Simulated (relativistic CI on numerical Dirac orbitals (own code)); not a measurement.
# Slater and spin-orbit integrals, W⁷⁺

Computed by Dirac-Coulomb-Breit CI, orbitals from a KLI potential per configuration, model QED (radiative potential, 1s self-energy scaled to tabulated hydrogen-like ionisation energies), unscaled Slater integrals (own radial code, finite nucleus).

Slater integrals F^k, G^k are unscaled and averaged over j, outside the closed core [Kr] 4d10; ζ comes from projecting the Hamiltonian with its Breit term on Σ l·s of the shell.

- 4f¹³5s²5p⁶: ζ(4f) = 4919.3 cm⁻¹; <r>(4f) = 0.5806, <r^2>(4f) = 0.4129 (bohr units).
- 4f¹⁴5s²5p⁵: ζ(5p) = 59140 cm⁻¹; <r>(5p) = 1.17, <r^2>(5p) = 1.535 (bohr units).
- 4f¹³5s²5p⁵5d: ζ(4f) = 4909.7, F^2(4f,5p) = 68188, G^2(4f,5p) = 28482, G^4(4f,5p) = 23593, ζ(5p) = 61926, F^2(4f,5d) = 45978, F^4(4f,5d) = 22523, G^1(4f,5d) = 16732, G^3(4f,5d) = 15567, G^5(4f,5d) = 12415, F^2(5p,5d) = 78083, G^1(5p,5d) = 94652, G^3(5p,5d) = 59562, ζ(5d) = 4537.1 cm⁻¹; <r>(4f) = 0.5789, <r^2>(4f) = 0.4099, <r>(5p) = 1.153, <r^2>(5p) = 1.491, <r>(5d) = 1.435, <r^2>(5d) = 2.32 (bohr units).

Averages of the first 10 configurations, taken without configuration mixing, which lowers the lowest level and can move excited configurations by several eV; other configurations of the list can lie among them:

| Configuration | Parity | States | Average energy above the lowest level (eV) |
| --- | --- | --- | --- |
| 4f¹³5s²5p⁶ | odd | 14 | 1.0 |
| 4f¹⁴5s²5p⁵ | odd | 6 | 5.3 |
| 4f¹³5s²5p⁵5d | even | 840 | 49.7 |
| 4f¹⁴5s5p⁶ | even | 2 | 47.7 |
| 4f¹²5s²5p⁶5d | even | 910 | 51.7 |
| 4f¹³5s5p⁶5d | odd | 280 | 93.0 |
| 4f¹³5s²5p⁵5f | odd | 1176 | 91.7 |
| 4f¹³5s²5p⁵6s | even | 168 | 67.0 |
| 4f¹²5s²5p⁶6s | even | 182 | 70.4 |
| 4f¹³5s²5p⁵5g | even | 1512 | 111.1 |
